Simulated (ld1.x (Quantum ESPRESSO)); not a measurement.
## ruthenium, PAW: configuration errors across variants

Ru, PAW, made with ld1.x (Quantum ESPRESSO) 7.5 (PBE, scalar-relativistic). Core [Ar] 3d10, reference 4s2 4p6 4d7 5s1 5p0. Waves: 4s (bound): rcut 1.45, rcutus 1.70 bohr; 5s (bound): rcut 1.45, rcutus 1.70 bohr; 4p (bound): rcut 1.50, rcutus 1.65 bohr; 5p (bound, empty): rcut 1.50, rcutus 1.65 bohr; 4d (bound): rcut 1.15, rcutus 1.40 bohr; 4d channel at 1 Ry: rcut 1.15, rcutus 1.40 bohr. Local part: all-electron potential smoothed inside 1.40 bohr (lloc = -2). Core correction: a·sin(br)/r model core, default radius (core density twice the valence density). Augmentation charge: PSQ, inside the norm-conserving radii.

All-electron excitation energies from the reference (eV): (1) 4s2 4p6 4d7 5s0 5p0 7.292; (2) 4s2 4p6 4d6 5s0 5p0 25.479; (3) 4s2 4p6 4d5 5s0 5p0 56.101; (4) 4s2 4p6 4d6 5s1 5p0 10.112; (5) 4s2 4p6 4d6 5s2 5p0 1.701; (6) 4s2 4p6 4d6 5s1 5p1 5.653; (7) 4s2 4p6 4d8 5s0 5p0 -0.333.

On the changes marked as counting shells twice: ld1.x takes every shell without a wave as core, so the model core holds the marked electrons as well and exchange and correlation see them twice. This cancels in the reference configuration, but the file is broken for other ones, and its errors say nothing about a proper core correction.

The file “type TM; waves now 4s (bound): rc 1.70 bohr; 4p (bound): rc 1.65 bohr; 4d (bound): rc 1.40 bohr; local potential the d channel (5s counted twice)” misses its own reference levels by 0.6 eV.

Errors AE − PS in meV (a dash: test not solved or not reliable):

```csv
change,(1),(2),(3),(4),(5),(6),(7),bound ghosts
base,-1.5,-1.7,-2.8,+1.0,+2.2,+2.2,-1.7,none
"waves 4s (bound): rcut 1.45, rcutus 1.96 bohr; 5s (bound): rcut 1.45, rcutus 1.96 bohr",-1.5,-1.8,-3.4,+1.3,+2.4,+2.5,-1.7,none
type TM; waves now 4s (bound): rc 1.70 bohr; 4p (bound): rc 1.65 bohr; 4d (bound): rc 1.40 bohr; local potential the d channel (5s counted twice),-870,-1408,-2042,-37,+720,+24,-488,none
"wave 4d channel at 1 Ry: rcut 1.15, rcutus 1.40 bohr becomes 4d channel at 1.52 Ry: rcut 1.15, rcutus 1.40 bohr",-1.5,-1.7,-2.9,+1.0,+2.2,+2.2,-1.7,none
"all radii but the core radius scaled by about 1.09 (s 1.86, p 1.80, d 1.52 bohr, rcut 1.58/1.64/1.26); local potential all-electron potential smoothed inside 1.52 bohr (lloc = -2)",-1.5,-1.6,-3.8,+2.5,+4.0,+3.7,-1.7,none
local potential all-electron potential smoothed inside 1.18 bohr (lloc = -2),-0.9,+3.2,+14,+2.0,+2.4,+4.8,-1.7,none
```

Problem. Give the same row for: waves 4d (bound): rcut 1.15, rcutus 1.32 bohr; 4d channel at 1 Ry: rcut 1.15, rcutus 1.32 bohr.

Solution. -1.5, -1.6, -2.2, +1.2, +2.3, +2.4, -1.8; bound ghosts: none.
